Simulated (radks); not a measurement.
He, configuration 1s1 2p1 (not the ground configuration).

All-electron calculation, scalar-relativistic Kohn-Sham, r2SCAN, spin-polarised, spherical densities, finite nucleus; open shells are filled with parallel spins first; meta-GGA in the generalised Kohn-Sham scheme; Gaussian nuclear charge, rms radius 1.6755 fm. Program: a radial shooting solver on a logarithmic mesh with Libxc functionals.

Energy parts (hartree):
| part | energy |
|---|---|
| total | -2.12762 |
| kinetic | 2.12042 |
| electron-nucleus | -4.51064 |
| Hartree | 0.97812 |
| exchange-correlation | -0.71552 |

Orbitals (lengths in bohr, moments of r in powers of bohr; r(90%) holds 90 % of the orbital's charge):
orbital	occ.	eigenvalue (hartree)	<r^4>	<r>	r(90%)
1s up	1	-1.33264	1.603	0.7622	1.36
2p up	1	-0.06315	1512	4.799	7.77

The highest occupied level is 2p up at -1.718 eV. The spin density at the nucleus is 2.554 e/bohr^3 (1s 2.554).
